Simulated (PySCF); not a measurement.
GaHBr₂, SMILES [Br][GaH][Br].

The structure is a stationary point at ωB97X-D3(BJ)/def2-SVP. The structure was generated by enumeration; whether it is a known compound was not checked.

Two levels are set side by side: TDDFT-PBE/def2-SVPD (PySCF) and TDDFT-PBE0/def2-SVPD (PySCF). Vertical, same geometry. The lowest singlet is HOMO→LUMO 100 % with PBE and HOMO→LUMO 100 % with the other functional; states are paired by order. Differences are taken from unrounded values.

```csv
quantity,TDDFT-PBE0,TDDFT-PBE,TDDFT-PBE minus TDDFT-PBE0
lowest singlet excitation (eV),5.28,4.63,-0.64
lowest triplet excitation (TDA) (eV),5.17,4.53,-0.64
first bright state (f over 0.05) (eV),6.05,5.41,-0.65
its oscillator strength,0.10,0.10,0.00
```

Functionals without exact exchange tend to place singlet excitations lower, as here. Differences between two approximate levels are no errors against the true value.

Rough cost on one machine, each run with all the roots and properties that it gave: TDDFT-PBE0 against TDDFT-PBE about 4 times.
